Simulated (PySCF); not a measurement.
Calculation: PBE-D3(BJ)/def2-TZVP // B3LYP-D3(BJ)/def2-TZVP run with PySCF. Gas-phase values, no solvent. One relaxed conformer stands for a flexible species; it need not be the lowest. Excitations are Tamm–Dancoff values on a coarser integration grid. The basis has no diffuse functions, so Rydberg states are missing or too high.

Reference species (SMILES): `CC1=C[Si@@H]1[SiH3]` (neutral, multiplicity 1).

```
Property               Result
-------------------  --------
T1 excitation (TDA)   4.42 eV
HOMO–LUMO gap         4.84 eV
HOMO                 -6.08 eV
```

Changed species: `[SiH2]=C=CC[SiH3]`.

Q: Give the shifts of the T1 excitation (TDA), HOMO–LUMO gap and HOMO.

A: the T1 excitation (TDA) falls by 1.82 eV, to 2.60 eV; the HOMO–LUMO gap falls by 1.42 eV, to 3.42 eV; the HOMO rises by 0.79 eV, to -5.29 eV.
